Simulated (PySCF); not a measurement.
System: dibromo(difluoro)silane, sum formula SiBr₂F₂, charge 0, multiplicity 1. 
Structure (B3LYP-D3(BJ)/def2-TZVP (Ansatz) minimum search):
```
Si
F 1 1.5788
F 1 1.5788 2 107.37
Br 1 2.1872 2 109.17 3 -118.24
Br 1 2.1872 2 109.17 3 118.24
```
Charge 0, spin multiplicity 1.

Dispersion corrections to the total energy (kcal/mol) from the dftd3 and dftd4 libraries through PySCF: D3(BJ) without and D4 with the three-body term, each with the damping fitted for the functional named.

```
functional  D3(BJ)      D4
----------  ------  ------
CAM-B3LYP      ___   -3.90
B3LYP        -6.93     ___
LC-wPBE      -3.88   -5.02
BLYP         -8.24   -9.48
HF          -27.11  -13.92
r2SCAN       -0.92     ___
TPSS         -4.62   -5.91
```

### Question
Complete the blanks.

### Answer

- CAM-B3LYP, D3(BJ): -3.42
- B3LYP, D4: -7.29
- r2SCAN, D4: -0.93
